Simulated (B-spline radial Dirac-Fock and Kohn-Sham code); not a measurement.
# Kα2 (K-L2) energies across the elements Se to Pd

Level of theory: multi-electron Dirac-Fock with separately optimised hole states, Breit and Lamb-shift corrections added in first order; a B-spline atomic structure program. Free neutral atoms. No correlation.

The screening constant σ is defined by E = 0.7500·Ry·(Z − σ)², the hydrogen-like form of Moseley's law.

| Z | element | computed (eV) | tabulated (eV) | √E | σ |
| --- | --- | --- | --- | --- | --- |
| 34 | Se | 11180.4 | 11181.6 | 105.74 | 0.90 |
| 35 | Br | 11876.2 | 11877.7 | 108.98 | 0.88 |
| 36 | Kr | 12593.9 | 12598.4 | 112.22 | 0.87 |
| 37 | Rb | 13333.9 | 13335.8 | 115.47 | 0.85 |
| 38 | Sr | 14096.2 | 14097.8 | 118.73 | 0.83 |
| 40 | Zr | 15688.9 | 15690.9 | 125.26 | 0.79 |
| 41 | Nb | 16519.5 | 16520.9 | 128.53 | 0.76 |
| 42 | Mo | 17372.9 | 17374.4 | 131.81 | 0.74 |
| 43 | Tc | 18249.0 | 18250.8 | 135.09 | 0.71 |
| 44 | Ru | ? | ? | ? | ? |
| 45 | Rh | 20071.7 | 20073.8 | 141.67 | 0.65 |
| 46 | Pd | 21018.5 | 21020.0 | 144.98 | 0.62 |

Question: Estimate the missing row, Ru.

Answer: Computed 19148.8 eV, tabulated 19150.3 eV, √E = 138.38, σ = 0.68.

Tabulated energies: xraylib 4.2 line table, elements in their standard states.
